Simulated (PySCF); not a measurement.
C2H5O3S2 (charge -1).
SMILES with atom numbers: `[CH3:1][S:2][CH2:3][S:4](=[O:5])(=[O:6])[O-:7]` (hydrogens: H8, H9, H10 on C1; H11, H12 on C3)

Structure optimised with GFN2-xTB, isolated species.

Question: What internal coordinates does the optimisation give?

Answer: 
```
                bond  length (Å)          order
               C1–S2       1.812         single
               S2–C3       1.789         single
               C3–S4       1.847         single
 S4=O5, S4=O6, S4–O7       1.458  double/single
C1–H8, C1–H9, C1–H10       1.086         single
      C3–H11, C3–H12       1.085         single
```

Bonds in one row agree within 0.01 Å and their mean is given. Orders are formal, as drawn. A selection of angles:
```
     angle  degrees
  S2–C1–H8    109.2
  S2–C1–H9    107.5
  H8–C1–H9    109.8
 H8–C1–H10    111.5
  C1–S2–C3    101.6
  S2–C3–S4    115.1
 S2–C3–H11    108.9
 S2–C3–H12    110.9
 S4–C3–H11    105.6
H11–C3–H12    111.0
  C3–S4–O5    105.1
  C3–S4–O6    107.0
  C3–S4–O7    100.8
  O5–S4–O6    114.2
```

Dihedral angles: C1–S2–C3–S4 23° (synperiplanar); S2–C3–S4–O5 -75° (synclinal). The mirror-image conformer, all signs reversed, is as good.

All 3 O–S bonds measure 1.457 to 1.458 Å. S4 (sulfonyl sulfur) is distorted tetrahedral (angles from 100.8° to 114.2°). Of the pairs four or more bonds apart, O6···H9 is among the closest relative to their van der Waals radii: 2.10 Å, 77 % of the sum of Bondi's values. The 3 C–S bonds span 1.789 Å (S2–C3, drawn single) to 1.847 Å (C3–S4, drawn single), a spread of 0.058 Å.

Point group: C1 (no symmetry element, even within 0.4 Å). GFN2-xTB frequencies: not computed here.
